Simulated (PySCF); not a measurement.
C₂H₈OSi.
SMILES with atom numbers: `[CH3:1][CH2:2][O:3][SiH3:4]` (hydrogens: H5, H6, H7 on C1; H8, H9 on C2; H10, H11, H12 on Si4)

Torsions of this conformer, `[CH3:1][CH2:2][O:3][SiH3:4]`: C1–C2–O3–Si4 180°.

The closed-shell ground state was solved at several levels (PySCF, density fitting, gas phase, non-relativistic). Isolated species at its GFN2-xTB geometry (one conformer only).

```tsv
level	basis functions	total energy (Eh)	HOMO (eV)	LUMO (eV)	gap (eV)	dipole (D)
PBE0/def2-SVPD	151	-445.2557	-8.06	0.26	8.32	1.06
CAM-B3LYP/def2-SVPD	151	-445.4935	-9.49	1.11	10.60	1.10
```

**Question.** Estimate the row for PBE0/pcSseg-1, a basis of 115 functions; the other rows only guide the guess.

**Answer.** Total energy -445.4227 Eh, HOMO -8.01 eV, LUMO 0.52 eV, gap 8.53 eV, dipole 1.11 D.

**Question.** Over all these levels, which gives the widest orbital gap and which the narrowest?

**Answer.** CAM-B3LYP/def2-SVPD (range-separated hybrid) has the widest, 10.60 eV, and PBE0/def2-SVPD (global hybrid, 25 % exact exchange) the narrowest, 8.32 eV. The two share the basis. From the narrowest to the widest the HOMO moves by -1.43 eV and the LUMO by +0.85 eV.

**Question.** How far do the dipole and the HOMO energy spread over the levels?

**Answer.** The dipole runs from 1.06 to 1.11 D (mean 1.09 D) and the HOMO from -9.49 to -8.01 eV.
